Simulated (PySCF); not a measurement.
CH5NO2SW, SMILES [S]=[W]([OH])([OH])=[N]C, multiplicity 1.

Geometry: r2SCAN-D4/def2-SVP. The spin state was assumed, not searched. The def2 effective core potentials stand for the cores of W; spin–orbit coupling is left out. Other conformers were not sampled.

All values below come from PBE/def2-TZVP (PySCF).

Gas-phase values at a fixed geometry.

Task: Estimate the frontier levels, gap, dipole moment and polarisability. (The exact figures need the calculation; the answer reports its results.)

Result: 
```yaml
highest_occupied_level: -5.76 eV
lowest_empty_level: -2.15 eV
orbital_gap: 3.61 eV
dipole_moment: 4.65 D
quadrupole, principal values (traceless, Buckingham form, about the centre of nuclear charge): -6.43, 0.28, 6.15 D·Å
mean_static_polarisability: 92.5 bohr³ (13.70 Å³)
polarisability_principal_values: 75.5, 92.1, 109.8 bohr³
```
